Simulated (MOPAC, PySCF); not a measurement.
H4OSSi, SMILES `[SiH3]OS` (Si–O–S–H torsion 88°), neutral singlet in the gas phase. 

Cartesian coordinates (Å):
SMILES: [SiH3]OS
```xyz
7

Si    -0.8337    -0.1579     0.1888
O      0.5709    -0.7045    -0.5360
S      2.0268    -0.0764    -0.0061
H     -1.9161    -0.9325    -0.4510
H     -0.7962    -0.4010     1.6469
H     -1.0020     1.2911    -0.0656
H      2.0757     1.0011    -0.8185
```
Charge 0, multiplicity 1.

All levels are single points at this geometry (B3LYP-D3(BJ)/def2-TZVP); Pople sets use spherical d functions. Orbital energies aren't observables, and empty levels follow the basis.

B3LYP/6-31G* in PySCF gives HOMO (eV) = -6.64.

### Question
Estimate the HOMO (eV) from each of these levels: B3LYP-D3(BJ)/def2-TZVP in PySCF; PBE-D3(BJ)/def2-TZVP in PySCF; BP86/6-31G* in PySCF; PBE/6-31G* in PySCF; AM1 in MOPAC.

### Answer

```
level                            HOMO (eV)
-------------------------------  ---------
B3LYP-D3(BJ)/def2-TZVP in PySCF      -6.80
PBE-D3(BJ)/def2-TZVP in PySCF        -5.72
BP86/6-31G* in PySCF                 -5.65
PBE/6-31G* in PySCF                  -5.53
AM1 in MOPAC                         -9.01
```
